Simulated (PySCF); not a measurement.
Species: C3H4AlN.
SMILES: `C#[C][AlH2-][N+]#C`

Computed with PBE0-D3(BJ)/def2-SVP geometry optimisation, gas phase (PySCF).

Masses are those of the commonest isotopes; rigid-rotor values at the optimised geometry. 

Task: What are A, B and C (MHz)?

Result: Ia = 75.24, Ib = 219.70, Ic = 287.29 u·Å²; 505379 MHz·u·Å²/I gives A = 6717, B = 2300, C = 1759 MHz.

Task: Classify the top.

Result: An asymmetric top; Ray's κ = -0.782.

Task: What does the inertial defect say?

Result: Not planar: Δ = Ic − Ia − Ib = -7.66 u·Å². For a rigid frame Δ = −2 Σ m c², so Σ m c² = 3.83 u·Å² lies off the ab plane, practically all of it from hydrogen. The atom farthest from that plane is 1.38 Å away.

Task: Where do the levels up to J = 3 lie, in cm⁻¹?

Result: Above 0(0,0):
J = 1: 1(0,1) 0.1354, 1(1,1) 0.2827, 1(1,0) 0.3008
J = 2: 2(0,2) 0.4047, 2(1,2) 0.5355, 2(1,1) 0.5896, 2(2,1) 1.0316, 2(2,0) 1.0332
J = 3: 3(0,3) 0.8047, 3(1,3) 0.9137, 3(1,2) 1.0219, 3(2,2) 1.4378, 3(2,1) 1.4455, 3(3,1) 2.2205, 3(3,0) 2.2205
The levels of one J sum to (2J + 1)J(J + 1)(A + B + C)/3.

Task: Which lines would a microwave search look for?

Result: The dipole components are |μa| = 5.09 D, |μb| = 4.33 D, |μc| = 0.00 D; the mirror of this Cs structure is the ab plane, so μc vanishes by symmetry and there are no c-type lines. The squared components, which scale the intensities, stand as 1.00 : 0.72 (a : b). Some lines, for components of 0.1 D or more:

```
type  branch         J(Ka,Kc)    MHz  lower level (cm⁻¹)
   a       Q  1(1,0) ← 1(1,1)    541               0.283
   a       Q  2(1,1) ← 2(1,2)   1623               0.535
   a       Q  3(1,2) ← 3(1,3)   3244               0.914
   a       R  1(0,1) ← 0(0,0)   4059               0.000
   b       Q  2(1,1) ← 2(0,2)   5545               0.405
   b       Q  3(1,2) ← 3(0,3)   6511               0.805
   a       R  2(1,2) ← 1(1,1)   7578               0.283
   b       R  1(1,1) ← 0(0,0)   8476               0.000
   a       R  2(1,1) ← 1(1,0)   8660               0.301
   a       R  3(1,3) ← 2(1,2)  11339               0.535
   a       R  3(0,3) ← 2(0,2)  11994               0.405
   a       R  3(2,2) ← 2(2,1)  12178               1.032
   a       R  3(1,2) ← 2(1,1)  12959               0.590
   b       Q  3(2,2) ← 3(1,3)  15713               0.914
   b       R  2(2,1) ← 1(1,0)  21909               0.301
   b       Q  3(3,0) ← 3(2,1)  23234               1.446
   b       Q  3(3,1) ← 3(2,2)  23463               1.438
   b       R  3(2,2) ← 2(1,1)  25428               0.590
   b       R  3(2,1) ← 2(1,2)  27283               0.535
   b       R  3(3,1) ← 2(2,0)  35595               1.033
   b       R  3(3,0) ← 2(2,1)  35644               1.032
```

Task: Estimate the classical rotational partition function at 25 K, 50 K and 500 K.

Result: Point group Cs, symmetry number σ = 1; q = (√π/σ)·√((kT/h)³/(ABC)), k/h = 20836.6 MHz/K: 4040 at 25 K, 11400 at 50 K, 362000 at 500 K.

No frequency check. No vibrational averaging or centrifugal distortion is included, and the geometry carries the error of its method. Quadrupole hyperfine structure (14N, 27Al) is left out.
